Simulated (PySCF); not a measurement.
Running PySCF for P⁻

The script input.py:

```python
from pyscf import gto, scf, solvent

mol = gto.M(
    atom='P 0 0 0',
    basis='def2-svpd',
    charge=-1,
    spin=2,
    verbose=4,
)
mf = scf.ROHF(mol)
mf = solvent.PCM(mf)
mf.with_solvent.eps = 4.71
mf.kernel()
mf.analyze()
print('orbital energies (hartree):', mf.mo_energy[..., max(0, mol.nelec[1]-3):mol.nelec[0]+3].round(4))
```

```bash
$ OMP_NUM_THREADS=1 python input.py
```

The log (some set-up lines and the per-cycle HOMO/LUMO lines with their warnings removed):

```
PySCF version 2.14.0

[INPUT] Symbol           X                Y                Z      unit          X                Y                Z       unit  Magmom
[INPUT]  1 P      0.000000000000   0.000000000000   0.000000000000 AA    0.000000000000   0.000000000000   0.000000000000 Bohr   0.0

nuclear repulsion = 0
number of shells = 10
number of NR pGTOs = 42
number of NR cGTOs = 24
basis = def2-svpd
ecp = {}

******** <class 'pyscf.solvent._attach_solvent.PCMROHF'> ********
method = PCMROHF
initial guess = minao
damping factor = 0
level_shift factor = 0
DIIS = <class 'pyscf.scf.diis.CDIIS'>
SCF conv_tol = 1e-09
SCF max_cycles = 50
num. doubly occ = 7  num. singly occ = 2
******** <class 'pyscf.solvent.pcm.PCM'> (In testing) ********

WARN: PCM is an experimental feature. It is still in testing.
Features and APIs may be changed in the future.

lebedev_order = 29 (302 grids per sphere)
eps = 4.71
frozen = False
PCM E_diel = -8.7686147979566e-05
Solvent Energy = -8.7686147979566e-05
init E= -340.214899290078
PCM E_diel = -0.0933440566159879
Solvent Energy = -0.0933440566159879
cycle= 1 E= -340.630681696216  delta_E= -0.416  |g|= 0.128  |ddm|= 0.944
PCM E_diel = -0.093031871229046
Solvent Energy = -0.093031871229046
cycle= 2 E= -340.638300676286  delta_E= -0.00762  |g|= 0.0265  |ddm|= 0.262
PCM E_diel = -0.09313200864121
Solvent Energy = -0.09313200864121
cycle= 3 E= -340.638644186051  delta_E= -0.000344  |g|= 0.00618  |ddm|= 0.0501
PCM E_diel = -0.0931447732672056
Solvent Energy = -0.0931447732672056
cycle= 4 E= -340.638672512262  delta_E= -2.83e-05  |g|= 0.000819  |ddm|= 0.016
PCM E_diel = -0.0931470424733422
Solvent Energy = -0.0931470424733422
cycle= 5 E= -340.638672991459  delta_E= -4.79e-07  |g|= 3.92e-05  |ddm|= 0.00244
PCM E_diel = -0.0931473277312817
Solvent Energy = -0.0931473277312817
cycle= 6 E= -340.638672992496  delta_E= -1.04e-09  |g|= 5.77e-06  |ddm|= 0.000129
PCM E_diel = -0.0931473913378181
Solvent Energy = -0.0931473913378181
cycle= 7 E= -340.638672992536  delta_E= -3.95e-11  |g|= 1.19e-06  |ddm|= 1.51e-05
PCM E_diel = -0.093147396209447
Solvent Energy = -0.093147396209447
Extra cycle  E= -340.638672992549  delta_E= -1.3e-11  |g|= 1.08e-06  |ddm|= 7.28e-06
converged SCF energy = -340.638672992549
**** SCF Summaries ****
Total Energy =                        -340.638672992548777
Nuclear Repulsion Energy =               0.000000000000000
One-electron Energy =                 -476.553311161973454
Two-electron Energy =                  136.007785565634180
Two-electron Coulomb Energy =          158.859867874265518
DFT Exchange-Correlation Energy =      -22.852082308631338
**** MO energy ****
                Roothaan           | alpha              | beta
MO #1   energy= -79.7625338828515  | -79.7677958753823  | -79.7572718903214  occ= 2
MO #2   energy= -7.33036469132568  | -7.336192466821    | -7.32453691583035  occ= 2
MO #3   energy= -5.22849006891691  | -5.24297009021083  | -5.21401004760497  occ= 2
MO #4   energy= -5.22849006270601  | -5.24297013222862  | -5.21400999316537  occ= 2
MO #5   energy= -5.22534341795395  | -5.22799356686629  | -5.22269326904163  occ= 2
MO #6   energy= -0.558642277590466 | -0.646031371430315 | -0.471253183750621 occ= 2
MO #7   energy= -0.183368499296384 | -0.206107246856701 | -0.160629751734032 occ= 2
MO #8   energy= -0.0328411120447359 | -0.246945959438732 | 0.181263746958848  occ= 1
MO #9   energy= -0.0328400973362094 | -0.246945162899639 | 0.181264979838464  occ= 1
MO #10  energy= 0.184734525784529  | 0.177632082573941  | 0.191836968995127  occ= 0
MO #11  energy= 0.334197296774501  | 0.320518022175095  | 0.34787657137391   occ= 0
MO #12  energy= 0.334643596336419  | 0.317317656808575  | 0.351969535864262  occ= 0
[12 lines left out]
 ** Mulliken pop on meta-lowdin orthogonal AOs  **
 ** Mulliken pop  **
pop of  0 P 1s            2.00000
pop of  0 P 2s            1.99998
pop of  0 P 3s            1.99362
pop of  0 P 4s            0.00596
pop of  0 P 5s            0.00008
pop of  0 P 2px           1.99999
pop of  0 P 2py           1.99995
pop of  0 P 2pz           1.99996
pop of  0 P 3px           1.74163
pop of  0 P 3py           1.03406
pop of  0 P 3pz           1.19420
pop of  0 P 4px           0.01569
[12 lines left out]
 ** Mulliken atomic charges  **
charge of    0P =     -1.00000

WARN: System has nonzero charge -1; the dipole moment is origin-dependent.
Location of origin: [0. 0. 0.]

Dipole moment(X, Y, Z, Debye): -0.00000, -0.00000, -0.00000
orbital energies (hartree): [-5.2253 -0.5586 -0.1834 -0.0328 -0.0328  0.1847  0.3342  0.3346]
```

In short: E(SCF) = -340.638673 Eh, 7 cycles.

Run time: 0.86 s on 1 thread of Arm Neoverse V2 (shared host).

No search for the lowest solution was made.
